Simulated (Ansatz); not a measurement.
Program: Ansatz. Geometries: PBE0-D4/def2-TZVP. ΔE: electronic, gas phase. CCSD(T)/CBS is the MP2 limit (def2-TZVPP, def2-QZVPP) plus CCSD(T) − MP2 in def2-TZVPP, frozen cores. This one scheme is used for every species, atoms too. DFT in def2-TZVPP. B3LYP here is the variant with VWN-RPA as its local correlation; programs differ in this. HSE06 is defined as in plane-wave codes. Open shells (•) are unrestricted, without spin–orbit coupling. Spin–orbit coupling would lower the free atoms: a little for C, O, Si; clearly for Ge. For Ge outer-core shells are correlated without core-valence functions, so the limit isn't a true one: a few kJ/mol of doubt a bond, and 10 to 20 or more in all where bonds break to atoms. Scalar relativity is left out up to krypton. Each species was taken in one conformer, which may not be the lowest.

Consider the atomization: `C[O][Ge]([O]C)([Si](C)(C)C)[Si](C)(C)C` → 8 C• + Ge• + 24 H• + 2 O• + 2 Si•.

(1) What is ΔE at CCSD(T)/CBS? (Estimate.)

(2) What do these levels give: PBE-D4, revPBE-D4, BLYP-D4, PBE-QIDH, PBE, B3LYP, r2SCAN0, HSE06, HF/def2-SVP, CCSD(T)/def2-TZVPP, SCS-MP2/def2-QZVPP, CCSD/CBS(def2)? (Estimate.)

Largest T1 diagnostic among the species: 0.012.

## Answers

(1) Ansatz gave: +14103.8 kJ/mol.

(2) Ansatz gave: PBE-D4 14282.0, revPBE-D4 13989.0, BLYP-D4 14008.7, PBE-QIDH 14027.7, PBE 14171.0, B3LYP 13913.7, r2SCAN0 13945.8, HSE06 14035.7, HF/def2-SVP 10595.2, CCSD(T)/def2-TZVPP 13794.3, SCS-MP2/def2-QZVPP 14089.6, CCSD/CBS(def2) 13925.0 kJ/mol.

From r2SCAN to r2SCAN0 (25 % exact exchange), in def2-TZVPP and without D4, ΔE moves by −152.0 kJ/mol: exact exchange takes away binding that semilocal exchange gives to molecules. The D4 term adds +174.2 kJ/mol with B3LYP and +98.0 kJ/mol with PBE0; it sums over pairs of atoms, weighted by their polarisabilities, and B3LYP, whose exchange is more repulsive, gets the larger term. At CCSD(T), def2-SVP lies −713.5 kJ/mol from the extrapolated value and def2-TZVPP −309.5 kJ/mol: correlation converges slowly with the basis, and small sets miss more of it in the bonded molecule than in its fragments.

For atomizations the MP2-based limit and the directly extrapolated one differ by several kJ/mol either way, and by 10 to 25 for some Ge, Se and Sn compounds, so smaller differences from it don't rank the levels.
